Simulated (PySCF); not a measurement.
A PySCF script (with the pyscf-properties extension) for the NMR shieldings of SMILES FB(B(N)F)F, B₂F₃H₂N, on a GFN2-xTB geometry:

```python
import basis_set_exchange as bse
import numpy as np
from pyscf import gto, dft
from pyscf.prop import nmr

atoms = """
N    -1.340530   -0.057131    0.063242
B    -0.100302    0.561705    0.055161
F    -0.129291    1.898177    0.183184
B     1.342880   -0.318525   -0.105555
F     2.548339    0.161159   -0.345034
F     1.361161   -1.644429   -0.015181
H    -1.471587   -1.049735   -0.016881
H    -2.201613    0.458192    0.156499
"""
names = dict.fromkeys(["N", "B", "F", "H"], "pcSseg-1")
basis = {el: gto.basis.parse(bse.get_basis(n, elements=[el], fmt="nwchem")) for el, n in names.items()}
mol = gto.M(atom=atoms, basis=basis, charge=0, verbose=0)
mf = dft.RKS(mol, xc="PBE0")
mf.grids.level = 2
mf.grids.alignment = dft.numint.BLKSIZE   # the property module wants whole blocks of grid points
mf.conv_tol = 1e-9
mf.kernel()

calc = nmr.RKS(mf)   # GIAO
C = mf.mo_coeff
Co = C[:, mf.mo_occ > 0]
resp = mf.gen_response(singlet=True, hermi=2)
def vind(x):   # induced exchange potential for any number of trial vectors
    d = np.einsum("pi,xij,qj->xpq", C, 2 * x.reshape(-1, C.shape[1], Co.shape[1]), Co, optimize=True)
    return np.einsum("xpq,pi,qj->xij", resp(d - d.transpose(0, 2, 1)), C, Co, optimize=True).ravel()
mo1, _ = nmr.rhf.solve_mo1(calc, with_cphf=vind)
sigma = calc.kernel(mo1)
for i, s in enumerate(sigma):   # ppm
    print("%2d %-2s %9.2f" % (i, mol.atom_pure_symbol(i), np.trace(s) / 3))
```

Question: What does it print?

Answer: 
```
 0 N     160.58
 1 B      74.43
 2 F     275.45
 3 B      75.77
 4 F     218.42
 5 F     216.31
 6 H      27.66
 7 H      27.70
```

These numbers come from an equivalent density-fitted implementation of the same equations, which agrees with the script to about 0.01 ppm for H and up to a few tenths of a ppm for heavy atoms, so last digits may differ.

Size and cost of the density-fitted run: 112 basis functions, 8.4 s wall time on 1 thread of an Arm Neoverse V2, shared host; peak memory 0.48 GiB.
